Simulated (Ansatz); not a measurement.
Basis-set series for `[SiH3]C#CC=S`. Charge 0, multiplicity 1. All single points use the PBE0-D4/def2-TZVP geometry.

| functional | basis | functions | energy (Eh) | HOMO (eV) | LUMO (eV) |
| --- | --- | --- | --- | --- | --- |
| PBE0-D4 | def2-SVP | 98 | -803.61425 | -6.73 | -3.09 |
| PBE0-D4 | def2-QZVPP | 431 | -804.00928 | -6.90 | -3.25 |
| ωB97M-V | def2-SVP | 98 | -803.91898 | -8.96 | -0.98 |
| ωB97M-V | def2-QZVPP | 431 | -804.31714 | -9.17 | -1.22 |

Give the rows for def2-TZVPP. (An estimate is asked.)

Computed: 
| functional | basis | functions | energy (Eh) | HOMO (eV) | LUMO (eV) |
| --- | --- | --- | --- | --- | --- |
| PBE0-D4 | def2-TZVPP | 233 | -803.98138 | -6.87 | -3.21 |
| ωB97M-V | def2-TZVPP | 233 | -804.29135 | -9.13 | -1.17 |
